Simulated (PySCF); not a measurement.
Cost of one run: shielding job, `C=NCCS(C)(=O)=O`.

Method: GIAO PBE0/pcSseg-1 NMR shielding, non-relativistic, gas phase (PySCF 2.14.0, density-fitted response routines). Geometry: GFN2-xTB, NEB image 2 of 0 to 8. Work: shieldings, density fitting. The command runs a driver script over a list of jobs; the input below is this job's line of settings and its coordinates in Å.

Command:
```bash
OMP_NUM_THREADS=1 python probes_run.py task.json out
```

Input:
```
{"job": {"kind": "nmr", "xc": "PBE0", "basis": "pcSseg-1", "pop": false}, "charge": 0, "multiplicity": 1}
C      1.911900     1.314200     1.825800
N      2.093900     0.519300     0.878200
C      1.141100     0.431800    -0.191100
C      0.545700    -0.968800    -0.214600
S     -1.095800    -0.964100     0.573100
C     -2.159300    -0.090100    -0.621800
O     -1.553100    -2.323500     0.650600
O     -1.052900    -0.193300     1.784800
H      2.649500     1.344900     2.614400
H      1.049500     1.980500     1.916200
H      0.331200     1.173900    -0.089500
H      1.686800     0.622700    -1.121700
H      0.390400    -1.363900    -1.213300
H      1.159300    -1.658700     0.360700
H     -2.016100     0.976500    -0.514300
H     -3.178800    -0.361400    -0.378900
H     -1.910300    -0.428100    -1.619100
```

Hardware: one thread, Arm Neoverse V1 (aarch64), no GPU, shared host. PySCF's memory limit was set to 1200 MB.

Question: How large is the basis?

Answer: 188 functions for 72 electrons, with 993 fitting functions; the fitted three-index integrals, 993 × 188 × 189/2 numbers of 8 bytes, come to 130 MiB.

Question: How long does the run take?

Answer: About 27 s. The SCF took 14 cycles.

Question: How much memory does it need at the peak?

Answer: About 0.86 GiB. Peak memory is the resident size of the whole Python process, interpreter and libraries included.

Question: At this speed, how long would 100 such jobs take on 8 cores, one job a core?

Answer: 100/8 gives 13 rounds of 27 s, about 5.8 min of wall time and 0.75 core-hours, if the jobs don't slow each other.

The SCF part of the output:
```
coarse grid: 14784 points
cycle   1  E = -760.2154265846  dE =  1.712e+00  |g| = 1.147e+00  |ddm| = 3.801e+00
cycle   2  E = -759.6041845029  dE =  6.112e-01  |g| = 2.151e+00  |ddm| = 2.848e+00
cycle   3  E = -760.4513448102  dE = -8.472e-01  |g| = 1.735e-01  |ddm| = 2.063e+00
cycle   4  E = -760.4573967650  dE = -6.052e-03  |g| = 7.929e-02  |ddm| = 2.073e-01
cycle   5  E = -760.4586904015  dE = -1.294e-03  |g| = 3.138e-02  |ddm| = 6.988e-02
cycle   6  E = -760.4588958079  dE = -2.054e-04  |g| = 6.604e-03  |ddm| = 2.350e-02
cycle   7  E = -760.4589050232  dE = -9.215e-06  |g| = 1.701e-03  |ddm| = 6.021e-03
final grid: 138336 points
cycle   8  E = -760.5284553180  dE = -2.890e-05  |g| = 1.289e-02  |ddm| = 3.012e-02
cycle   9  E = -760.5284115323  dE =  4.379e-05  |g| = 1.947e-02  |ddm| = 2.687e-02
cycle  10  E = -760.5284894964  dE = -7.796e-05  |g| = 2.903e-03  |ddm| = 1.750e-02
cycle  11  E = -760.5284911131  dE = -1.617e-06  |g| = 2.535e-04  |ddm| = 2.179e-03
cycle  12  E = -760.5284911205  dE = -7.439e-09  |g| = 1.843e-04  |ddm| = 3.354e-04
cycle  13  E = -760.5284911274  dE = -6.867e-09  |g| = 4.729e-05  |ddm| = 1.549e-04
cycle  14  E = -760.5284911279  dE = -4.711e-10  |g| = 1.171e-05  |ddm| = 4.018e-05
converged SCF energy = -760.5284911279
```

On the final grid dE counts from the start density on that grid.

Times come from a shared host and carry two figures at best.
